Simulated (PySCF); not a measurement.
C2H3BF2Ge.
Structure used (PBE0-D3(BJ)/def2-SVP), in Å, numbered top down from 1:
```
atom  x, y, z in Å
C1     2.3275   -0.8236   -0.4905
C2     1.3739   -0.1177   -0.2241
Ge3   -0.1686    0.9132    0.1976
B4    -1.7687   -0.4088    0.1828
F5    -2.5265   -0.6088    1.2399
F6    -2.0542   -1.0980   -0.9005
H7     3.1721   -1.4455   -0.7289
H8     0.0352    1.5729    1.5688
H9    -0.3322    1.9992   -0.8788
```

Linear response at CAM-B3LYP/def2-SVPD (PySCF, frozen core in the response, non-relativistic). Geometry: PBE0-D3(BJ)/def2-SVP, one conformer, isolated molecule. Relativistic effects, spin–orbit coupling among them, are left out although an element past zinc is present.

Static isotropic polarisability: 65.69 au (9.73 Å³), principal values 54.8, 60.1, 82.2 au.

Task: What is the polarisability at 1064 nm and at the sodium D line?

Result: 66.35 au at 1064 nm (+1.0 %), 67.93 au at 589.3 nm (+3.4 %). The rise at 589.3 nm is 3.37 times that at 1064 nm; a pure ω² law gives 3.26. The lowest singlet lies at 208 nm, shorter than both wavelengths.

Task: What is the isotropic C6 coefficient between two such molecules, C6 = (3/π)∫α(iω)² dω?

Result: 1601 au (Eh·bohr⁶) by a ten-point quadrature over imaginary frequencies, which is 956 eV·Å⁶ or 92.3 J·nm⁶/mol.

Task: Which effective excitation energy ω̄ makes London's formula C6 = (3/4)α²ω̄ exact here?

Result: ω̄ = 4·C6/(3α²) = 0.495 Eh = 13.5 eV. A one-pole form α(ω) = α/(1 − ω²/ω̄²) fitted to the 1064 nm value gives 11.6 eV. London's choice of the ionisation energy (10.42 eV, ΔSCF at the same level) gives C6 = 1240 au, 23 % too low.

Task: What n − 1 at the D line would an ideal gas of it have at 273.15 K and 1 atm (2.6868 × 10¹⁹ cm⁻³), by n − 1 = 2π·N·α′?

Result: 16.99 × 10⁻⁴, a formal value whether or not that pressure can be reached.

Task: How anisotropic is the static polarisability, by Δα² = ½[(α1 − α2)² + (α2 − α3)² + (α3 − α1)²]?

Result: Δα = 25.2 au, or 0.38 of the isotropic value.

Task: How many electrons N does the Slater–Kirkwood formula C6 = (3/4)·√N·α^(3/2) need to give this C6?

Result: N = (4·C6/3)²/α³ = 16.1; the species has 70 electrons in all.

Hardware: one thread, Arm Neoverse N1 (aarch64), no GPU, shared host. Cost: 3.4 min (grids of density and orbitals included), 0.81 GiB resident at most. This is the whole response run at CAM-B3LYP/def2-SVPD, SCF included.
